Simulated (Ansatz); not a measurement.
System: C$_{3}$ (charge 0, singlet). SMILES: [C]=C=[C]
Coordinates optimised at B3LYP-D3(BJ)/def2-TZVP (Ansatz, a program for electronic structure):
```xyz
3

C      0.0000     0.0000    -1.2873
C      0.0000     0.0000     0.0000
C      0.0000     0.0000     1.2873
```
Charge 0, spin multiplicity 1.

Q: Give the harmonic wavenumbers at B3LYP-D3(BJ)/def2-TZVP (Ansatz, finite differences of forces, unscaled).

A: 123, 123, 1243, 2146 cm⁻¹. Zero-point energy 5.2 kcal/mol.

Q: From these and the geometry, give the ideal-gas thermochemistry at 298.15 K and 1 atm (rigid rotor, harmonic oscillator).

A: Point group D∞h, rotational symmetry number 2. Rotational constants 12.7, 12.7 GHz. S(trans) 36.68, S(rot) 12.92, S(vib) 6.13, S(elec, spin only) 0.00, S 55.7 cal/(mol K). H(298) - H(0) 2.95 kcal/mol; G - E(el) -8.5 kcal/mol.
